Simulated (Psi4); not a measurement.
A dimer, H3B ··· H3B (SMILES B and B); the first 4 atoms form monomer A.

```
8

B      0.0000     0.0000     0.0000
H     -0.8235    -0.8581     0.0045
H     -0.3314     1.1422     0.0017
H      1.1549    -0.2841    -0.0061
B     -0.9564    -1.0413    -1.8490
H     -0.1443    -0.1729    -1.8231
H     -2.1141    -0.7717    -1.8891
H     -0.6110    -2.1793    -1.8348
```

Q: What interaction energy does SAPT0/jun-cc-pVDZ, frozen core run with Psi4 give, and which attractive term is the largest?

A: Total -6.88 kcal/mol: electrostatics -17.98, exchange 37.81, induction -18.98, dispersion -7.73. The most attractive term is induction.
